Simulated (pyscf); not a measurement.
This saddle point was located with ωB97X-D3(BJ)/def2-SVP in PySCF.

```xyz
12

Si    -2.3913     0.7371    -0.1018
S     -1.0234    -1.1467     0.6571
Si     0.8071    -0.5539    -0.3411
H     -1.8060     0.4033    -1.4370
H     -3.6533     0.0177     0.1876
H     -2.6962     2.1873    -0.2920
H      1.9349    -1.3515     0.1909
H      0.5632    -0.8912    -1.7691
H      0.9962     0.9110    -0.1948
Ge    -0.7655    -0.4845     2.9558
Cl    -1.7047     1.5592     2.0300
Cl     1.3496     0.1669     2.7914
```
Charge 0, spin multiplicity 1.

Surface: singlet, charge 0. Lowest wavenumbers (cm⁻¹): 275i, 27, 107, 114, 136.

Question: What reaction is this the transition state of?

Answer: `[SiH3][S][SiH3]` + `[Cl][Ge][Cl]` [singlet] <-> `[SiH3][Cl]` + `[SiH3][S][Ge][Cl]` [singlet], a four-centre exchange read from left to right: S–Si, Cl–Ge broken and Cl–Si, Ge–S formed. At ωB97M-D3(BJ)/def2-TZVP it lies +9.2 kcal/mol from the left side and +11.8 kcal/mol from the right (each side as separated species at their lowest minima found). On the reactant side the descent ends in an adduct with a Ge–S contact, 16.9 kcal/mol under the separated species and 20.3 kcal/mol under the saddle at ωB97X-D3(BJ)/def2-TZVP. On the product side the descent ends in a complex, 7.7 kcal/mol under the separated species and 14.2 kcal/mol under the saddle at ωB97X-D3(BJ)/def2-TZVP. What is counted as formed (Ge–S) is already present as a longer contact in the reactant adduct; forming that adduct is a step of its own. At ωB97X-D3(BJ)/def2-TZVP the barrier from the zero used here is 3.4 kcal/mol. One saddle was located; it need not be the lowest between these sides. Elements up to Kr have no core potential and no relativistic terms here.
